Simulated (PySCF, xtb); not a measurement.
methylammonium (CH6N), SMILES C[NH3+], charge +1.

Harmonic wavenumbers (cm⁻¹) from GFN2-xTB run with xtb 6.7.1 at its own minimum, in rising order: 298, 877, 877, 1018, 1184, 1184, 1366, 1425, 1430, 1431, 1445, 1445, 3070, 3073, 3073, 3234, 3234, 3247.

Task: What does PBE-D3(BJ)/def2-TZVP (PySCF) give at its own minimum? (Estimate from the structure and the level; the computed values follow.)

Result: 294, 888, 888, 923, 1239, 1239, 1416, 1449, 1449, 1481, 1622, 1622, 3023, 3125, 3125, 3317, 3389, 3389. Paired by order, the mean absolute difference is 70 cm⁻¹ and the zero-point energies are 47.1 and 48.4 kcal/mol.
